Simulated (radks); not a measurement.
Fractional charge and spin in the 5s shell of dysprosium: the spin-up occupation runs from 0 to 1 and the spin-down occupation from 0 to 1; the fullest corner is Dy2+, [Kr] 4d10 4f(up 5, down 5) 5p6 5s(up 1, down 1). All-electron calculation, scalar-relativistic Kohn-Sham, r2SCAN, spin-polarised, spherical densities, finite nucleus; meta-GGA in the generalised Kohn-Sham scheme; Fermi nuclear charge, rms radius of each element as measured or else 0.836 A^(1/3) + 0.57 fm. Program: a radial shooting solver on a logarithmic mesh with Libxc functionals. Energy (eV) minus the two flat planes that join the four corners (they meet along the diagonal where the two added fractions sum to one electron); zero is where a piecewise linear energy would lie.

| down \ up | 0 | 0.25 | 0.5 | 0.75 | 1 |
|---|---|---|---|---|---|
| 0 | 0.000 | -1.346 | -1.792 | -1.342 | 0.000 |
| 0.25 | -1.346 | -1.668 | -1.102 | 0.349 | -1.266 |
| 0.5 | -1.792 | -1.102 | 0.465 | -1.041 | -1.682 |
| 0.75 | -1.342 | 0.349 | -1.041 | -1.574 | -1.257 |
| 1 | 0.000 | -1.266 | -1.682 | -1.257 | 0.000 |

Corners above the fullest one (they belong to Dy3+ and the next ion): (up 1, down 0) 70.974 eV, (up 0, down 1) 70.974 eV, (up 0, down 0) 157.72 eV. With half an added electron in each spin the energy lies 0.465 eV from the planes, and with half an added electron in spin up alone -1.792 eV. The planes are only a guide here: the flat-plane condition holds for ground states with one frontier orbital, while this shell lies below other occupied shells, so the corners above the fullest one are inner-hole states and not the ground states of those ions.
